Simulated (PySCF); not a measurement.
C$_{3}$H$_{7}$BO (SMILES C=CB(C)O), singlet, at a GFN2-xTB geometry. Base run: PySCF with LC-WPBE/6-31G, TDDFT.

The PySCF input:
```python
from pyscf import gto, scf, dft, tdscf

mol = gto.Mole()
mol.atom = '''
    B    -0.236765    0.165862    0.356448
    C    -1.720489    0.149221    0.941296
    H    -2.038067   -0.868306    1.161223
    H    -2.428306    0.537550    0.211371
    H    -1.835835    0.733452    1.853479
    C     0.089258   -0.626135   -0.958431
    C     1.284873   -0.648356   -1.537082
    H    -0.710771   -1.189683   -1.427059
    H     1.490525   -1.197987   -2.443551
    H     2.111990   -0.104366   -1.110876
    O     0.765410    0.836992    0.944194
    H     0.549161    1.315711    1.744923
'''
mol.basis = '6-31g'
mol.charge = 0
mol.spin = 0
mol.verbose = 4
mol.build()

mf = dft.RKS(mol)
mf.xc = 'lc_wpbe'
mf.kernel()
td = mf.TDDFT()
td.nstates = 5
td.kernel()
td.analyze()
```

The base run was repeated with changes; each row names its change, and settings that it needs were set with it.

| change | first excitation (eV) | oscillator strength of the first | second (eV) | core-seconds (rough) |
|---|---|---|---|---|
| base | 6.35 | 0.000 | 7.05 | 80 |
| functional = b3lyp | 5.95 | 0.000 | 6.64 | 50 |
| nstates = 10 | 6.35 | 0.000 | 7.05 | 80 |
| functional = blyp | 5.45 | 0.000 | 6.38 | 20 |
| functional = hf | 7.14 | 0.475 | 7.29 | 6 |
| conv_tol = 1e-3 | 6.35 | 0.000 | 7.05 | 60 |
| functional = camb3lyp | 6.22 | 0.000 | 6.84 | 80 |
| nstates = 15 | 6.35 | 0.000 | 7.05 | 80 |
| nstates = 2 | 6.35 | 0.000 | 7.05 | 70 |
| states = triplets; response = Tamm-Dancoff | 3.87 | - | 5.79 | 40 |

An iterative solver can miss low states, so a row lists the states that it found.
